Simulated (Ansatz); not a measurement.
# Worked example: C2H8O2Sn + In(CH3)(OH)2 → CH6O3Sn + In(CH3)2(OH)

Species: C2H8O2Sn `C[O][SnH]([CH3])[OH]`, singlet; In(CH3)(OH)2, singlet; CH6O3Sn `C[O][SnH]([OH])[OH]`, singlet; In(CH3)2(OH), singlet. The partners trade CH3 for OH: Sn–CH3 and In–OH bonds give way to Sn–OH and In–CH3.

Shapes, held fixed at every level: PBE0-D4/def2-TZVP. Flexible molecules stand in one conformer, not always the lowest. Programs: Ansatz 0.2.0. Electronic energies: no zero-point or thermal term.

At CCSD(T)/def2-TZVPP; 1 Eh = 2625.50 kJ/mol:

```
     species  energy (Eh)
    C2H8O2Sn  -444.821103
In(CH3)(OH)2  -380.832467
     CH6O3Sn  -480.736401
In(CH3)2(OH)  -344.913313
```

Work out ΔE of the reaction at this level.


1. Products less reactants: (-480.736401) + (-344.913313) − [(-444.821103) + (-380.832467)] = 0.003856 Eh = +10.1 kJ/mol.

Other levels give +10.0 (r2SCAN-D4/def2-TZVPP) to +11.3 kJ/mol (PBE-D4/def2-TZVPP). No measured value is set beside it here. For atoms past krypton def2 sets carry core potentials with scalar relativity. Correlated rows may include outer-core shells of In, Sn, which these sets cover unevenly.
